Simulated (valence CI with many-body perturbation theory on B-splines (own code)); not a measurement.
**Which ion has this spectrum?**

A relativistic CI+MBPT calculation for an atom or ion with 5 electrons gives these levels (Ry):

```tsv
J	Parity	E	g
1/2	odd	0.00	0.62
1/2	even	19.47	2.03
3/2	odd	101.04	1.30
3/2	even	114.75	1.62
5/2	even	117.72	1.31
1/2	even	122.96	1.27
3/2	even	123.11	0.97
3/2	odd	143.33	1.31
5/2	even	217.10	1.42
1/2	even	225.01	1.92
3/2	even	225.06	1.17
3/2	odd	240.80	1.43
5/2	odd	242.46	1.16
1/2	odd	246.64	0.62
```

The energies are calculated, and their last digits are not significant.

**Question.** Which is it?
A. Ta68+
B. Yb65+
C. Re70+
D. Os71+

**Answer.** A. Ta68+, ground level (2s^2 2p1/2) J=1/2.
